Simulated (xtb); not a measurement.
trans-dichloroethylene (C$_{2}$H$_{2}$Cl$_{2}$), singlet, from a rough starting geometry; GFN2-xTB in xtb 6.7.1.

Input for xtb:
```
$ xtb mol.xyz --gfn 2 --opt vtight --json

# file mol.xyz
6

Cl     2.09149119     0.39629090     0.02088703
C      0.56221058    -0.32263361     0.00646404
C     -0.52198211     0.40003961    -0.01619657
Cl    -2.12126293    -0.31785599    -0.01108452
H      0.58623061    -1.47507139    -0.03466672
H     -0.56057701     1.44978323     0.00367439
```

Q: What does xtb print? Leave out banner, timings and long lists.

A: 
```
   ID    Z sym.   atoms
    1   17 Cl     1, 4
    2    6 C      2, 3
    3    1 H      5, 6

           -------------------------------------------------
          |                Calculation Setup                |
           -------------------------------------------------

           -------------------------------------------------
          |                 G F N 2 - x T B                 |
           -------------------------------------------------

          ...................................................
          :                      SETUP                      :
          :.................................................:
          :  # basis functions                  30          :
          :  # atomic orbitals                  28          :
          :  # shells                           12          :
          :  # electrons                        24          :
          :  max. iterations                   250          :
          :  Hamiltonian                  GFN2-xTB          :
          :  restarted?                      false          :
          :  GBSA solvation                  false          :
          :  PC potential                    false          :
          :  electronic temp.          300.0000000     K    :
          :  accuracy                    1.0000000          :
          :  -> integral cutoff          0.2500000E+02      :
          :  -> integral neglect         0.1000000E-07      :
          :  -> SCF convergence          0.1000000E-05 Eh   :
          :  -> wf. convergence          0.1000000E-03 e    :
          :  Broyden damping             0.4000000          :
          :  net charge                          0          :
          :  unpaired electrons                  0          :
          ...................................................

 iter      E             dE          RMSdq      gap      omega  full diag
   1    -14.4461423 -0.144461E+02  0.556E+00    5.00       0.0  T
   2    -14.4664169 -0.202746E-01  0.320E+00    4.33       1.0  T
   3    -14.4662747  0.142118E-03  0.121E+00    4.49       1.0  T
   4    -14.4664915 -0.216748E-03  0.404E-01    4.41       1.0  T
   5    -14.4671689 -0.677376E-03  0.125E-01    4.40       1.0  T
   6    -14.4671839 -0.149935E-04  0.625E-02    4.40       1.0  T
   7    -14.4671910 -0.716569E-05  0.409E-02    4.39       1.0  T
   8    -14.4671958 -0.475662E-05  0.144E-02    4.40       2.8  T
   9    -14.4671963 -0.508546E-06  0.811E-03    4.40       5.0  T
[...]
         :: total energy             -14.363516578599 Eh    ::
 * total energy  :   -14.3635166 Eh     change       -0.1192628E-09 Eh
 * total energy  :   -14.3674979 Eh     change       -0.3981337E-02 Eh
 * total energy  :   -14.3678931 Eh     change       -0.3952026E-03 Eh
 * total energy  :   -14.3681058 Eh     change       -0.2127047E-03 Eh
 * total energy  :   -14.3681552 Eh     change       -0.4935354E-04 Eh
 * total energy  :   -14.3681801 Eh     change       -0.2489312E-04 Eh
 * total energy  :   -14.3681848 Eh     change       -0.4683058E-05 Eh
 * total energy  :   -14.3681858 Eh     change       -0.1034961E-05 Eh
 * total energy  :   -14.3681859 Eh     change       -0.1285015E-06 Eh
 * total energy  :   -14.3681859 Eh     change       -0.1857375E-07 Eh
   *** GEOMETRY OPTIMIZATION CONVERGED AFTER 10 ITERATIONS ***
         :: total energy             -14.368185936062 Eh    ::
[...]
      -------------------------------------------------------------
                  HL-Gap            0.1553974 Eh            4.2286 eV
             Fermi-level           -0.3319162 Eh           -9.0319 eV

     #   Z          covCN         q      C6AA      α(0)
     1  17 Cl       0.947    -0.129   103.161    15.539
     2   6 C        2.854     0.037    27.156     8.541
     3   6 C        2.854     0.037    27.156     8.541
     4  17 Cl       0.947    -0.129   103.160    15.539
     5   1 H        0.926     0.091     1.868     2.137
     6   1 H        0.926     0.091     1.868     2.137

 Mol. C6AA /au·bohr⁶  :       1119.634314
 Mol. C8AA /au·bohr⁸  :      38699.650242
 Mol. α(0) /au        :         52.434596

Wiberg/Mayer (AO) data.
largest (>0.10) Wiberg bond orders for each atom

 ---------------------------------------------------------------------------
     #   Z sym  total        # sym  WBO       # sym  WBO       # sym  WBO
 ---------------------------------------------------------------------------
     1  17 Cl   1.157 --     2 C    1.011
     2   6 C    3.920 --     3 C    1.854     1 Cl   1.011     5 H    0.960
     3   6 C    3.920 --     2 C    1.854     4 Cl   1.011     6 H    0.960
     4  17 Cl   1.157 --     3 C    1.011
     5   1 H    0.992 --     2 C    0.960
     6   1 H    0.992 --     3 C    0.960
 ---------------------------------------------------------------------------

Topologies differ in total number of bonds
Writing topology from bond orders to xtbtopo.mol

molecular dipole:
                 x           y           z       tot (Debye)
 q only:       -0.000       0.000      -0.000
   full:        0.000       0.000      -0.000       0.000
molecular quadrupole (traceless):
                xx          xy          yy          xz          yz          zz
 q only:       -4.411      -1.912       3.159      -0.062       0.013       1.252
  q+dip:       -4.937      -2.597       4.566      -0.068       0.038       0.371
   full:       -4.117      -1.425       3.511      -0.049       0.029       0.606

optimized geometry written to: xtbopt.xyz

           -------------------------------------------------
          | TOTAL ENERGY              -14.368185936062 Eh   |
          | GRADIENT NORM               0.000015868456 Eh/α |
          | HOMO-LUMO GAP               4.228579226780 eV   |
           -------------------------------------------------

normal termination of xtb
```
